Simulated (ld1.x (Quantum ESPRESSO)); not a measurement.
## Ranking RRKJ potentials for zinc (Zn)

All share these settings but for the change named:

ld1.x (Quantum ESPRESSO) 7.5 input, shortened:

```
&input
   title='Zn', zed=30., rel=1, dft='PZ', iswitch=3,
   config='[Ar] 3d10 4s0 4p0'
 /
 &inputp
   pseudotype=2, tm=.false., rho0=0.01, lloc=0,
   nlcc=.false.
 /
3
3P  2  1   6.00   0.00  1.10  1.10  0.0
3D  3  2  10.00   0.00  1.20  1.20  0.0
3S  1  0   2.00   0.00  1.05  1.05  0.0
 &test
   configts(1)='3s2 3p6 3d10 4s0 4p0'
 /
```

Test errors are all-electron minus pseudo excitation energies from the reference, over 3s2 3p6 3d10 4s2 4p0; 3s2 3p6 3d10 4s1 4p0; 3s2 3p6 3d9 4s0 4p0; 3s2 3p5 3d10 4s2 4p0; 3s2 3p6 3d10 4s1.5 4p0; 3s2 3p6 3d10 4s0 4p2; 3s2 3p6 3d8 4s0 4p0. None of these files shows a bound ghost.

The base gives 2557.4 meV.

Of 10 variants that were run, those that failed, showed a ghost or another fault, or gave nearly equal values are left out.

A variant can come out equal or close to the base, since the largest error may sit in a test that the change hardly touches while other tests move.

Rank these variants by their largest absolute test error, smallest first.
A. all radii scaled by about 1.15 (s 1.20, p 1.26, d 1.38 bohr)
B. wave 3s (bound): rc 1.05 bohr becomes 3s (bound): rc 1.32 bohr
C. wave 3d (bound): rc 1.20 bohr becomes 3d (bound): rc 0.88 bohr
D. non-relativistic
E. local potential the d channel

E (1431.5 meV), D (2344.7 meV), C (2652.5 meV), A (4425.4 meV), B (6226.5 meV).
